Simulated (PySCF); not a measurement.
RbN: energy against distance

Set-up: Rb def2-SVPD with ECP28, N def2-SVPD; scalar-relativistic core potentials (PySCF 2.14). Energies in eV from Rb + N in their ground configurations at the same level. State: ³Σ⁻ (triplet), unpaired electrons π ↑↑.

All columns are PBE0. A positive dipole means Rb(−)N(+).

```
R (Å)  E (eV)  μ (D)  Mulliken charge on Rb (basis-dependent)  HOMO (eV)  LUMO (eV)  Mayer bond order  ⟨S²⟩
2.364  -0.482  -6.12                                     0.52      -3.00      -1.13              0.78  2.11
2.474  -0.690  -6.22                                     0.50      -3.00      -1.17              0.77  2.14
2.584  -0.797  -6.22                                     0.48      -3.00      -1.21              0.76  2.18
2.667  -0.832  -6.17                                     0.47      -3.00      -1.24              0.75  2.21
2.749  -0.839  -6.08                                     0.45      -3.00      -1.26              0.74  2.24
2.832  -0.827  -5.96                                     0.43      -3.00      -1.29              0.73  2.28
2.941  -0.792  -5.77                                     0.40      -3.01      -1.31              0.71  2.33
3.079  -0.729  -5.52                                     0.37      -3.01      -1.33              0.67  2.39
3.244  -0.643  -5.20                                     0.33      -3.02      -1.36              0.62  2.46
3.464  -0.530  -4.79                                     0.28      -3.02      -1.38              0.56  2.55
```

A fit through these points gives, at Re = 2.735 Å, μ = -6.09 D and dμ/dR = 1.22 D/Å; the reduced mass is 12.02 u.

Task: How strong is the fundamental in the double-harmonic approximation, I = 42.26·(dμ/dR)²/μred km/mol?

Result: I = 42.26·(1.22)²/12.02 = 5.23 km/mol at PBE0.

⟨S²⟩ of the unrestricted solution departs from its pure value on part of the curve, where spin states mix. Spin–orbit coupling is left out. The state is the lowest determinant that a PBE0 search found; another state may lie lower at other levels.
